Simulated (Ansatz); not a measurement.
Ansatz (a first-principles code) input (B3LYP-D3(BJ)/def2-TZVP):

Ansatz 0.2 input:
```yaml
crystal:
  periodic: [false, false, false]
  atoms:
    - {symbol: C, position_ang: [0.72338191, -0.09176355, -0.05206044]}
    - {symbol: C, position_ang: [-0.57367721, 0.08286884, 0.03930028]}
    - {symbol: F, position_ang: [-1.47541557, -0.88549321, 0.12313562]}
    - {symbol: F, position_ang: [-1.18950228, 1.25709233, 0.06204374]}
    - {symbol: H, position_ang: [1.38036923, 0.75314857, -0.11577777]}
    - {symbol: H, position_ang: [1.13887872, -1.08031176, -0.06302451]}
basis:
  gaussian:
    orbitals: def2-TZVP
hamiltonian:
  xc: b3lyp
  dispersion: d3bj
relax: {f_tol: 0.002, max_steps: 150}
```

End of the output:

```
integrals: 0.04 GiB planned
760 factors; their error is unknown
mean field: 0.42 GiB planned
mean field -7542.77470179 eV, -277.1918576144 hartree, gradient 7.0e-6 eV, S^2 0.000000; 0 other end points of the search recorded, 0 dependent functions left out
the calculation of the forces begins
reference -7542.77487692 eV, -277.1918640502 hartree; 16, 16 occupied and 120, 120 virtual orbitals, 760 factors
relax step   5: F+E_penalty+E_count = -7542.89677548 eV  Δ(F+E_penalty+E_count) = -1.334e-6 eV  max|allowed force component| = 4.551e-3 eV/Å  Δτ_max = 0.0004 Å  (33 SCF iters, accepted)
these checks for a lower state are left out or cut short: starts, cluster_reference, orbital_swaps, neighbouring_geometries, increment
integrals: 0.04 GiB planned
760 factors; their error is unknown
mean field: 0.42 GiB planned
mean field -7542.77470264 eV, -277.1918576458 hartree, gradient 7.0e-6 eV, S^2 0.000000; 0 other end points of the search recorded, 0 dependent functions left out
the calculation of the forces begins
reference -7542.77487777 eV, -277.1918640816 hartree; 16, 16 occupied and 120, 120 virtual orbitals, 760 factors
relax step   6: F+E_penalty+E_count = -7542.89677577 eV  Δ(F+E_penalty+E_count) = -2.946e-7 eV  max|allowed force component| = 6.714e-5 eV/Å  Δτ_max = 0.0001 Å  (34 SCF iters, accepted)
integrals: 0.04 GiB planned
760 factors; their error is unknown
mean field: 0.42 GiB planned
mean field evaluation 64: about -7542.7569 eV, gradient 2.5e-1 eV
mean field -7542.77470264 eV, -277.1918576458 hartree, gradient 7.0e-6 eV, S^2 0.000000; 1 other end points of the search recorded, 0 dependent functions left out
the calculation of the forces begins
reference -7542.77487777 eV, -277.1918640816 hartree; 16, 16 occupied and 120, 120 virtual orbitals, 760 factors
Total energy: -7542.89695090 eV, -277.1963501864 hartree
Atom 0 at     0.725850    -0.091805    -0.052003 Å, force    -0.000012     0.000067     0.000026 eV/Å
Atom 1 at    -0.574775     0.083471     0.039355 Å, force     0.000001     0.000044    -0.000007 eV/Å
Atom 2 at    -1.471013    -0.885494     0.122971 Å, force    -0.000041    -0.000040    -0.000000 eV/Å
Atom 3 at    -1.186769     1.255690     0.061678 Å, force     0.000032    -0.000041     0.000001 eV/Å
Atom 4 at     1.378360     0.763336    -0.115711 Å, force     0.000021    -0.000015    -0.000015 eV/Å
Atom 5 at     1.132382    -1.089657    -0.062673 Å, force    -0.000000    -0.000015    -0.000006 eV/Å
Dipole moment:     0.257525    -0.034707    -0.018087 e Å
```
